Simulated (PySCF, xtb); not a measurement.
Cl2Se, SMILES Cl[Se]Cl (connectivity only; charge and spin as stated), charge +1, multiplicity 2. Atoms are numbered in the order given.

```xyz
3

Se     0.0000     0.0000     0.6353
Cl     0.0000    -1.6338    -0.6353
Cl     0.0000     1.6338    -0.6353
```
Charge +1, spin multiplicity 2.

Coordinates come from a PBE0-D3(BJ)/def2-TZVP optimisation. The spin state was assumed, not searched. The isomer is the one that the SMILES or the coordinates give; other isomers of the formula were not compared.

The numbers are results of IEF-PCM-PBE0/def2-SVP run with PySCF 2.14.0, not measurements.

The values are the electrostatic part of the solvation free energy, E(continuum) − E(gas) at the gas-phase geometry, in a cavity of scaled van der Waals radii (PySCF's table); cavitation and dispersion terms are not included.

```tsv
solvent	ε	ΔG(elec) (kcal/mol)
water	78.36	-60.9
1-octanol	9.86	-55.3
ethylethanoate	5.99	-51.1
```

For comparison, GFN2-xTB/ALPB(water) (xtb, at the GFN2-xTB geometry, all terms of that model) gives -54.8 kcal/mol.
